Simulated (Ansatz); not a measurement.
Input file for Ansatz (a program for electronic structure): U-PBE0/def2-TZVPP on SbH, 2S+1 = 5, a spin state set in the input, which need not be the lowest. Elements past Kr take the def2 small-core potentials; no spin–orbit coupling.

Ansatz 0.2 input:
```yaml
crystal:
  periodic: [false, false, false]
  atoms:
    - {symbol: H, position_ang: [0.00000000, 0.00000000, 0.00000000]}
    - {symbol: Sb, position_ang: [0.00000000, 0.00000000, 1.61500000]}
basis:
  gaussian:
    orbitals: def2-TZVPP
hamiltonian:
  xc: {name: PBE0}
magnetization: {spin_polarized: true, initial_magnetization: 4}
relax: {f_tol: 0.002, max_steps: 120}
```

Output:

```
WARN ansatz: RAYON_NUM_THREADS=2 ignored (pool sized by the plan → 2); use --threads N
Functional definition: PBE0
integrals: 0.01 GiB planned
500 factors; their error is unknown
mean field: 0.19 GiB planned
mean field evaluation 1: about -6546.3406 eV, gradient 6.3e0 eV
mean field evaluation 2: about -6546.3917 eV, gradient 6.8e0 eV
mean field evaluation 4: about -6546.5702 eV, gradient 1.6e-1 eV
mean field evaluation 8: about -6546.7627 eV, gradient 6.2e-2 eV
mean field evaluation 16: about -6546.7627 eV, gradient 1.3e-5 eV
mean field -6546.76271143 eV, -240.5890920899 hartree, gradient 1.3e-5 eV, S^2 6.002387; 0 other end points of the search recorded, 0 dependent functions left out
the calculation of the forces begins
reference -6546.76273871 eV, -240.5890930926 hartree; 14, 10 occupied and 50, 54 virtual orbitals, 500 factors
relax step   1: F+E_penalty+E_count = -6546.76271143 eV  Δ(F+E_penalty+E_count) = +0.000e0 eV  max|allowed force component| = 7.098e0 eV/Å  Δτ_max = 0.0000 Å  (27 SCF iters, accepted)
these checks for a lower state are left out or cut short: starts, cluster_reference, orbital_swaps, neighbouring_geometries, increment
integrals: 0.01 GiB planned
500 factors; their error is unknown
mean field: 0.19 GiB planned
mean field -6548.69476774 eV, -240.6600938497 hartree, gradient 7.8e-6 eV, S^2 6.001611; 0 other end points of the search recorded, 0 dependent functions left out
the calculation of the forces begins
reference -6548.69479264 eV, -240.6600947648 hartree; 14, 10 occupied and 50, 54 virtual orbitals, 500 factors
relax step   2: F+E_penalty+E_count = -6548.69476774 eV  Δ(F+E_penalty+E_count) = -1.932e0 eV  max|allowed force component| = 3.425e0 eV/Å  Δτ_max = 0.1950 Å  (34 SCF iters, accepted)
these checks for a lower state are left out or cut short: starts, cluster_reference, orbital_swaps, neighbouring_geometries, increment
integrals: 0.01 GiB planned
500 factors; their error is unknown
mean field: 0.19 GiB planned
mean field evaluation 32: about -6549.6573 eV, gradient 1.1e-5 eV
mean field -6549.65725672 eV, -240.6954646671 hartree, gradient 1.1e-5 eV, S^2 6.001157; 0 other end points of the search recorded, 0 dependent functions left out
the calculation of the forces begins
reference -6549.65728128 eV, -240.6954655699 hartree; 14, 10 occupied and 50, 54 virtual orbitals, 500 factors
relax step   3: F+E_penalty+E_count = -6549.65725672 eV  Δ(F+E_penalty+E_count) = -9.625e-1 eV  max|allowed force component| = 1.678e0 eV/Å  Δτ_max = 0.1950 Å  (33 SCF iters, accepted)
these checks for a lower state are left out or cut short: starts, cluster_reference, orbital_swaps, neighbouring_geometries, increment
integrals: 0.01 GiB planned
500 factors; their error is unknown
mean field: 0.19 GiB planned
mean field -6550.11650170 eV, -240.7123416091 hartree, gradient 2.1e-5 eV, S^2 6.001033; 0 other end points of the search recorded, 0 dependent functions left out
the calculation of the forces begins
reference -6550.11652637 eV, -240.7123425157 hartree; 14, 10 occupied and 50, 54 virtual orbitals, 500 factors
relax step   4: F+E_penalty+E_count = -6550.11650170 eV  Δ(F+E_penalty+E_count) = -4.592e-1 eV  max|allowed force component| = 7.318e-1 eV/Å  Δτ_max = 0.2000 Å  (28 SCF iters, accepted)
these checks for a lower state are left out or cut short: starts, cluster_reference, orbital_swaps, neighbouring_geometries, increment
integrals: 0.01 GiB planned
500 factors; their error is unknown
mean field: 0.18 GiB planned
mean field -6550.31052228 eV, -240.7194717340 hartree, gradient 1.3e-5 eV, S^2 6.001011; 0 other end points of the search recorded, 0 dependent functions left out
the calculation of the forces begins
reference -6550.31054809 eV, -240.7194726823 hartree; 14, 10 occupied and 50, 54 virtual orbitals, 500 factors
relax step   5: F+E_penalty+E_count = -6550.31052228 eV  Δ(F+E_penalty+E_count) = -1.940e-1 eV  max|allowed force component| = 2.979e-1 eV/Å  Δτ_max = 0.2000 Å  (28 SCF iters, accepted)
these checks for a lower state are left out or cut short: starts, cluster_reference, orbital_swaps, neighbouring_geometries, increment
integrals: 0.01 GiB planned
500 factors; their error is unknown
mean field: 0.18 GiB planned
mean field -6550.38770933 eV, -240.7223083056 hartree, gradient 7.2e-6 eV, S^2 6.001011; 0 other end points of the search recorded, 0 dependent functions left out
the calculation of the forces begins
reference -6550.38773608 eV, -240.7223092888 hartree; 14, 10 occupied and 50, 54 virtual orbitals, 500 factors
relax step   6: F+E_penalty+E_count = -6550.38770933 eV  Δ(F+E_penalty+E_count) = -7.719e-2 eV  max|allowed force component| = 1.150e-1 eV/Å  Δτ_max = 0.2000 Å  (28 SCF iters, accepted)
these checks for a lower state are left out or cut short: starts, cluster_reference, orbital_swaps, neighbouring_geometries, increment
integrals: 0.01 GiB planned
500 factors; their error is unknown
mean field: 0.18 GiB planned
mean field evaluation 64: about -6550.4138 eV, gradient 1.3e-5 eV
mean field -6550.41384136 eV, -240.7232686398 hartree, gradient 1.3e-5 eV, S^2 6.001013; 0 other end points of the search recorded, 0 dependent functions left out
the calculation of the forces begins
reference -6550.41386825 eV, -240.7232696283 hartree; 14, 10 occupied and 50, 54 virtual orbitals, 500 factors
relax step   7: F+E_penalty+E_count = -6550.41384136 eV  Δ(F+E_penalty+E_count) = -2.613e-2 eV  max|allowed force component| = 5.013e-2 eV/Å  Δτ_max = 0.1668 Å  (27 SCF iters, accepted)
these checks for a lower state are left out or cut short: starts, cluster_reference, orbital_swaps, neighbouring_geometries, increment
integrals: 0.01 GiB planned
500 factors; their error is unknown
mean field: 0.18 GiB planned
mean field -6550.42617121 eV, -240.7237217535 hartree, gradient 2.4e-5 eV, S^2 6.001016; 0 other end points of the search recorded, 0 dependent functions left out
the calculation of the forces begins
reference -6550.42619838 eV, -240.7237227522 hartree; 14, 10 occupied and 50, 54 virtual orbitals, 500 factors
relax step   8: F+E_penalty+E_count = -6550.42617121 eV  Δ(F+E_penalty+E_count) = -1.233e-2 eV  max|allowed force component| = 1.742e-2 eV/Å  Δτ_max = 0.1984 Å  (31 SCF iters, accepted)
these checks for a lower state are left out or cut short: starts, cluster_reference, orbital_swaps, neighbouring_geometries, increment
integrals: 0.01 GiB planned
500 factors; their error is unknown
mean field: 0.18 GiB planned
mean field -6550.42940165 eV, -240.7238404701 hartree, gradient 3.4e-6 eV, S^2 6.001017; 0 other end points of the search recorded, 0 dependent functions left out
the calculation of the forces begins
reference -6550.42942901 eV, -240.7238414755 hartree; 14, 10 occupied and 50, 54 virtual orbitals, 500 factors
relax step   9: F+E_penalty+E_count = -6550.42940165 eV  Δ(F+E_penalty+E_count) = -3.230e-3 eV  max|allowed force component| = 7.530e-3 eV/Å  Δτ_max = 0.1376 Å  (29 SCF iters, accepted)
these checks for a lower state are left out or cut short: starts, cluster_reference, orbital_swaps, neighbouring_geometries, increment
integrals: 0.01 GiB planned
500 factors; their error is unknown
mean field: 0.18 GiB planned
mean field -6550.43051230 eV, -240.7238812859 hartree, gradient 5.9e-6 eV, S^2 6.001018; 0 other end points of the search recorded, 0 dependent functions left out
the calculation of the forces begins
reference -6550.43054079 eV, -240.7238823329 hartree; 14, 10 occupied and 50, 54 virtual orbitals, 500 factors
relax step  10: F+E_penalty+E_count = -6550.43051230 eV  Δ(F+E_penalty+E_count) = -1.111e-3 eV  max|allowed force component| = 3.485e-3 eV/Å  Δτ_max = 0.1048 Å  (29 SCF iters, accepted)
these checks for a lower state are left out or cut short: starts, cluster_reference, orbital_swaps, neighbouring_geometries, increment
integrals: 0.01 GiB planned
500 factors; their error is unknown
mean field: 0.18 GiB planned
mean field evaluation 96: about -6550.4309 eV, gradient 3.5e-6 eV
mean field -6550.43094712 eV, -240.7238972652 hartree, gradient 3.5e-6 eV, S^2 6.001018; 0 other end points of the search recorded, 0 dependent functions left out
the calculation of the forces begins
reference -6550.43097697 eV, -240.7238983619 hartree; 14, 10 occupied and 50, 54 virtual orbitals, 500 factors
relax step  11: F+E_penalty+E_count = -6550.43094712 eV  Δ(F+E_penalty+E_count) = -4.348e-4 eV  max|allowed force component| = 1.396e-3 eV/Å  Δτ_max = 0.0903 Å  (30 SCF iters, accepted)
these checks for a lower state are left out or cut short: starts, cluster_reference, orbital_swaps, neighbouring_geometries, increment
integrals: 0.01 GiB planned
500 factors; their error is unknown
mean field: 0.18 GiB planned
mean field -6550.43105356 eV, -240.7239011768 hartree, gradient 4.4e-6 eV, S^2 6.001018; 0 other end points of the search recorded, 0 dependent functions left out
the calculation of the forces begins
reference -6550.43108398 eV, -240.7239022945 hartree; 14, 10 occupied and 50, 54 virtual orbitals, 500 factors
relax step  12: F+E_penalty+E_count = -6550.43105356 eV  Δ(F+E_penalty+E_count) = -1.064e-4 eV  max|allowed force component| = 4.924e-4 eV/Å  Δτ_max = 0.0603 Å  (30 SCF iters, accepted)
these checks for a lower state are left out or cut short: starts, cluster_reference, orbital_swaps, neighbouring_geometries, increment
integrals: 0.01 GiB planned
500 factors; their error is unknown
mean field: 0.18 GiB planned
mean field -6550.43107773 eV, -240.7239020650 hartree, gradient 3.8e-6 eV, S^2 6.001018; 0 other end points of the search recorded, 0 dependent functions left out
the calculation of the forces begins
reference -6550.43110825 eV, -240.7239031863 hartree; 14, 10 occupied and 50, 54 virtual orbitals, 500 factors
relax step  13: F+E_penalty+E_count = -6550.43107773 eV  Δ(F+E_penalty+E_count) = -2.417e-5 eV  max|allowed force component| = 2.604e-4 eV/Å  Δτ_max = 0.0329 Å  (29 SCF iters, accepted)
these checks for a lower state are left out or cut short: starts, cluster_reference, orbital_swaps, neighbouring_geometries, increment
integrals: 0.01 GiB planned
500 factors; their error is unknown
mean field: 0.18 GiB planned
mean field -6550.43108895 eV, -240.7239024772 hartree, gradient 3.6e-6 eV, S^2 6.001018; 0 other end points of the search recorded, 0 dependent functions left out
the calculation of the forces begins
reference -6550.43111941 eV, -240.7239035968 hartree; 14, 10 occupied and 50, 54 virtual orbitals, 500 factors
relax step  14: F+E_penalty+E_count = -6550.43108895 eV  Δ(F+E_penalty+E_count) = -1.122e-5 eV  max|allowed force component| = 4.034e-5 eV/Å  Δτ_max = 0.0369 Å  (30 SCF iters, accepted)
integrals: 0.01 GiB planned
500 factors; their error is unknown
mean field: 0.18 GiB planned
mean field evaluation 128: about -6550.4311 eV, gradient 3.5e-6 eV
mean field -6550.43108895 eV, -240.7239024772 hartree, gradient 3.5e-6 eV, S^2 6.001018; 1 other end points of the search recorded, 0 dependent functions left out
the calculation of the forces begins
reference -6550.43111941 eV, -240.7239035968 hartree; 14, 10 occupied and 50, 54 virtual orbitals, 500 factors
Total energy: -6550.43111941 eV, -240.7239035968 hartree
Atom 0 at     0.000000    -0.000000    -1.817954 Å, force     0.000000    -0.000000    -0.000040 eV/Å
Atom 1 at    -0.000000     0.000000     3.432954 Å, force    -0.000000     0.000000     0.000040 eV/Å
Dipole moment:    -0.000000    -0.000000    -0.001230 e Å
```

The calculation finished and met its thresholds.

Cost: very roughly 19 core-seconds.
